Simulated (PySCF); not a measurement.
**Mass spectrum arithmetic for Zr(NH2)F3**

Species: Zr(NH2)F3 (`[NH2][Zr]([F])([F])[F]`).

Calculated for natural abundance.

(1) What are the average molar mass and the monoisotopic mass?

(2) What cluster does the molecular ion M+• show when like nominal masses merge?

(3) What share of all molecules is the monoisotopic species?

(4) What is the composition by mass?

(5) Count the protons, neutrons and electrons of the monoisotopic species, and give its exact less its nominal mass.

(6) Which m/z would the protonated, sodiated and deprotonated molecule have?

(7) List the species in which a single atom is changed from its most abundant isotope.

Answers

(1) For F3H2NZr, with standard atomic weights, 1 × 91.224 + 1 × 14.007 + 2 × 1.008 + 3 × 18.998 = 164.241 g/mol. From the most abundant isotopes (90Zr, 14N, 1H, 19F), 1 × 89.904704 + 1 × 14.003074 + 2 × 1.007825 + 3 × 18.998403 = 162.9186 u.

(2) 
```
nominal mass  m/z (centroid)  relative intensity
         163        162.9181               100.0
         164        163.9190                22.2
         165        164.9184                33.4
         166        165.9160                 0.1
         167        166.9197                33.8
         168        167.9173                 0.1
         169        168.9217                 5.4
```

Lines under 0.1 % of the tallest are left out. One electron mass, 0.00055 u, is taken off. Abundances used (%; other tables differ somewhat): 90Zr 51.45, 91Zr 11.22, 92Zr 17.15, 94Zr 17.38, 96Zr 2.8; 14N 99.632, 15N 0.368; 1H 99.9885, 2H 0.0115.

(3) 0.5145 × 0.99632 × 0.999885^2 × 1^3 = 51.25 %.

(4) Zr 55.54 %, N 8.53 %, H 1.23 %, F 34.70 %.

(5) 76 protons, 87 neutrons and 76 electrons; 162.9186 − 163 = -0.0814 u.

(6) [M+H]+ 163.9259, [M+Na]+ 185.9079, [M−H]− 161.9114, for the monoisotopic species (arithmetic only; whether such ions form is another matter).

(7) Intensity in % of the monoisotopic species:

```
isotope  mass shift (u)       m/z  intensity (%)
    15N        +0.99703  163.9151           0.37
   91Zr        +1.00094  163.9190          21.81
     2H        +1.00628  163.9244           0.02
   92Zr        +2.00034  164.9184          33.33
   94Zr        +4.00161  166.9197          33.78
   96Zr        +6.00357  168.9217           5.44
```

Species under 0.02 % are left out.
